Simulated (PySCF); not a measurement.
Bi²⁺: fine-structure interval

Bi²⁺ [Xe] 4f14 5d10 6s2 6p1 [6p1/2^1, M_J = 1/2] → Bi²⁺ [Xe] 4f14 5d10 6s2 6p1 [6p3/2^1, M_J = 3/2], as a difference of total energies. Computed with PySCF 2.14 in x2c-TZVPPall-2c (11s11p9d3f, 110 functions), with the two-component X2C-1e Hamiltonian. Correlated levels: [Kr] 4d10 4f14 frozen; the 24 highest virtual spinors dropped. "Screened" scales the spin-orbit matrix elements by Boettger's factors to mimic the two-electron term; Breit and QED terms are absent.

```csv
method,fine-structure interval (cm⁻¹)
GHF (screened spin-orbit),21737
GMP2 (screened spin-orbit),20343
GHF (bare spin-orbit),22292
```
